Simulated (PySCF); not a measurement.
**Electron correlation in Pb⁺ (lead, charge +1)**

[Xe] 4f14 5d10 6s2 7s1, 2S determinant (an excited configuration). Calculation: PySCF 2.14, in aug-cc-pwCVTZ-PP with ECP60MDF (8s7p6d4f1g, 96 functions); a scalar-relativistic core potential. Frozen: 5s2 5p6 5d10; 3 electrons correlated.

```tsv
level	correlation energy (mhartree)
CCSD	-36.19
(T)	-0.60
CCSD(T)	-36.79
```

Diagnostics: T1 = 0.013, D1 = 0.0320, largest double amplitude 0.071.

Question: Is a single reference adequate?

Answer: Mostly. T1 lies below 0.03, but a double amplitude of this size points to a near-degeneracy that CCSD handles and MP2 describes poorly.
